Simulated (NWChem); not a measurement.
# MgICl; SMILES [Cl][Mg][I]

```xyz
3

Mg     0.0000     0.0000     1.1901
Cl     0.0000     0.0000     3.3864
I      0.0000     0.0000    -1.3557
```
Atoms are numbered in this order, from 1.

All runs: NWChem. Medium grid unless said otherwise, to which SCAN and Minnesota functionals are sensitive. The geometry was optimised at PBE0/def2-SVP. def2 effective core potentials on I; no spin-orbit coupling. Total energies of different functionals are on different scales.

```csv
level,energy (Ha),highest occupied level (eV),orbital gap (eV),dipole (D)
B3LYP/def2-SVP,-958.0416,-7.52,5.43,0.47
PBE/def2-SVP,-957.5823,-6.68,4.14,0.52
M06-2X/def2-SVP,-957.8140,-8.96,7.48,0.40
OLYP/def2-SVP,-958.2100,…,…,0.55
LC-BLYP (range parameter 0.33 per bohr)/def2-SVP,-957.2578,-9.94,9.62,0.33
MN15-L/def2-SVP,-956.7770,-6.96,4.58,0.70
CAM-B3LYP/def2-SVP,-957.9285,-9.00,7.95,0.40
```

### Question
Complete the blanks.

### Answer

- OLYP/def2-SVP, highest occupied level (eV): -6.46
- OLYP/def2-SVP, orbital gap (eV): 4.19
